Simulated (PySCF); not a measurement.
SeHI, SMILES [SeH]I.

The structure is a stationary point at B3LYP-D3(BJ)/def2-TZVP. The def2 effective core potentials stand for the cores of I; spin–orbit coupling is left out.

Computed with PySCF with B3LYP-D3(BJ)/def2-TZVP.

Frequencies are harmonic and unscaled.

Give all harmonic wavenumbers and intensities. (The exact figures need the calculation; the answer reports its results.)


```json
[
 {"mode": "1", "ν (cm⁻¹)": "245", "IR (km/mol)": "0.6", "moving atoms (share of kinetic energy)": "Se 61 %, I 39 %"},
 {"mode": "2", "ν (cm⁻¹)": "706", "IR (km/mol)": "2.3", "moving atoms (share of kinetic energy)": "H 99 %"},
 {"mode": "3", "ν (cm⁻¹)": "2395", "IR (km/mol)": "4.9", "moving atoms (share of kinetic energy)": "H 99 %"}
]
```
